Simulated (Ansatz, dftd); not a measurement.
System: H₂GeOBr, charge 0, doublet. H2GeOBr (SMILES [O][GeH2][Br], doublet).
B3LYP-D3(BJ)/def2-TZVP minimum from Ansatz (an electronic-structure program):
```xyz
5

Ge    -0.0812    -0.6590     0.7299
Br     0.4446     0.9593    -0.8471
O     -1.7171    -1.3331     0.4512
H      0.8972    -1.8287     0.5693
H     -0.1211     0.0049     2.1115
```
Charge 0, spin multiplicity 2.

Property: atomisation energy (electronic, to ground-state atoms), in kJ/mol. Open shells are spin-unrestricted; no spin-orbit coupling. Correlated methods leave the cores frozen (noble-gas shells, and filled d and f shells in the p block). No relativity. CBS(X,Y): correlation extrapolated as X^-3, Hartree-Fock from the larger set. A bracket is a step between two methods taken in the basis named. Where a partner has so few electrons that a lower coupled-cluster level is exact, that level stands in. Spin-orbit terms, left out, reach several kcal/mol for Br and I, and more for heavier atoms.

```tsv
level	program	atomisation energy (kJ/mol)	difference against the last row
r2SCAN/def2-TZVPD	Ansatz	1265.4	18.4
B3LYP-D3(BJ)/def2-TZVPD	Ansatz + dftd3	1233.4	-13.6
B3LYP-D4/def2-TZVPD	Ansatz + dftd4	1231.5	-15.5
CCSD/cc-pVQZ	Ansatz	1199.0	-48.0
CCSDT(Q)/cc-pVDZ	Ansatz	1101.1	-145.9
CCSD(T)/CBS(cc-pVTZ,cc-pVQZ) + [CCSDT(Q) - CCSD(T)]/cc-pVDZ	Ansatz	1247.0	0.0
```
